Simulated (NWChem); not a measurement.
Species: CH$_{3}$Cl$_{2}$La; SMILES [CH3][La]([Cl])[Cl]

```xyz
7

La    -0.1859    -0.2983     0.0000
Cl     0.9868     0.2925     2.2600
Cl     0.9868     0.2925    -2.2600
C     -2.4255     0.7244     0.0000
H     -2.3677     1.8297     0.0000
H     -3.0153     0.4414    -0.8934
H     -3.0153     0.4414     0.8934
```
Atoms are numbered in this order, from 1.

Coordinates come from a PBE0/def2-SVP optimisation. Not confirmed as a minimum by frequencies. def2 effective core potentials on La; no spin-orbit coupling.

Symmetry labels are those of Cs in the frame above (b1 and b2, or b-type labels, depend on it).

**Question.** List the 4 lowest vertical singlet excitations from PBE0/def2-SVPD with def2 effective core potentials on La, TDA (NWChem).

**Answer.** 
```
state  energy (eV)  oscillator strength  symmetry  leading excitation (squared amplitude)
-----  -----------  -------------------  --------  --------------------------------------
S1            3.26                0.000        a'                      HOMO → LUMO (0.99)
S2            3.97                0.011        a'                    HOMO → LUMO+1 (0.98)
S3            4.17                0.001        a"                    HOMO → LUMO+2 (0.99)
S4            5.03                0.004        a"                    HOMO → LUMO+3 (0.95)
```
